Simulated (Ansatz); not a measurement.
The cluster Ga₂Cl₆ (the lowest singlet isomer of a short search). The state is a singlet with charge 0. Geometry PBE-D4/def2-SVP, basis def2-TZVP, Ansatz.

Cartesian coordinates in Å:
```
Ga -0.943 1.103 0.785
Ga 0.950 -1.096 -0.787
Cl 0.786 -0.353 1.444
Cl 2.851 -0.521 -1.587
Cl -0.290 3.129 1.019
Cl -0.684 0.457 -1.467
Cl 0.142 -3.075 -0.923
Cl -2.811 0.355 1.516
```

| run | HOMO (eV) | LUMO (eV) |
| --- | --- | --- |
| A | -9.12 | -2.61 |
| B | -8.07 | -3.17 |
| C | -8.47 | -2.96 |
| D | -11.98 | -0.11 |
| E | -9.52 | -2.24 |

HSE06 is defined as in plane-wave codes, on full-range PBE exchange. The structure comes from a short search, and lower isomers may exist.

Question: The runs used HSE06, PBE, PBE0, r2SCAN, ωB97X-V. Estimate which is which.

Answer: A HSE06 (range-separated); B PBE (0 % exact exchange); C r2SCAN (0 % exact exchange); D ωB97X-V (range-separated); E PBE0 (25 % exact exchange). Exact exchange lowers occupied and raises empty levels; among semilocal functionals meta-GGAs tend to open the gap a little, and such runs are hard to tell apart. The gap grows from 4.90 eV (PBE) to 11.87 eV (ωB97X-V).
